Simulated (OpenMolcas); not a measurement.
P II: effect of the basis set

```yaml
Program: OpenMolcas 26.06
Method: CASSCF
Active_space: 2 electrons in 3 orbitals (3p)
State_averaging: 2S+1 = 3 even, 3 roots; 2S+1 = 1 even, 6 roots
Spin-orbit_coupling: state interaction with AMFI integrals over the reference wave functions, term energies averaged over their components
```

A. ANO-RCC-VDZP [4s3p1d], DKH2, point nucleus; cost of the order of 1.7 core-seconds
B. ANO-L-VTZP [5s4p2d1f], non-relativistic, point nucleus; cost about 3 core-seconds
C. ANO-RCC-VTZP [5s4p2d1f], DKH2, point nucleus; cost of the order of 1.6 core-seconds
D. ANO-R2 [5s4p3d1f], X2C, finite nucleus; cost of the order of 5 core-seconds
E. ANO-RCC-VQZP [6s5p3d2f1g], DKH2, point nucleus; cost about 1.9 core-seconds
F. ANO-R3 [6s5p4d2f1g], X2C, finite nucleus; cost of the order of 3 core-seconds

Energies in cm⁻¹ above 3s² 3p² ³P₀, the measured ground level; measured values from NIST Handbook of Basic Atomic Spectroscopic Data.

```
      Level      A      B      C      D      E      F  Measured
3s² 3p² ³P₀    0.0    0.0    0.0    0.0    0.0    0.0       0.0
3s² 3p² ³P₁    148    145    145    146    144    146       165
3s² 3p² ³P₂    429    421    420    424    419    424       469
3s² 3p² ¹D₂  11604  11611  11618  11596  11611  11618      8882
3s² 3p² ¹S₀  28339  28375  28387  28327  28329  28340     21576
```

Deviations, from unrounded energies. A percentage is the sum of absolute deviations over the sum of measured energies, with the sign that they share, or ± where signs differ.

```tsv
Against measurement	Levels	A	B	C	D	E	F
mean absolute deviation (cm-1)	4	2400	2400	2400	2400	2400	2400
fine structure of the ground term (%)	2	-9.1	-10.7	-10.9	-10.0	-11.2	-10.0
other terms of the ground configuration (%)	2	+31.1	+31.3	+31.3	+31.1	+31.1	+31.2
```

A, B, C, D, E, F lie about equally close to measurement. The largest miss of D in the table is 3s² 3p² ¹S₀, by +6800 cm-1. The ranking rests on the paired levels alone, and a cruder setting can come out closer through cancelling errors.

Among A to F the level of the table that moves most is 3s² 3p² ¹S₀, by 60 cm-1 (lowest in D, highest in C).

Without dynamic correlation excited terms often stand tens of per cent too high (terms of higher spin than the ground term too low), and those without a measured partner can miss by more than the paired ones. With the s shell closed, the reference lacks s² → p² mixing. Computed and measured levels are paired by configuration, term and J; levels that our copy of the source lacks, or whose pairing is in doubt (as where it misses far off the trend of its configuration), stay unpaired and out of the deviations. Only configurations of the active space appear.
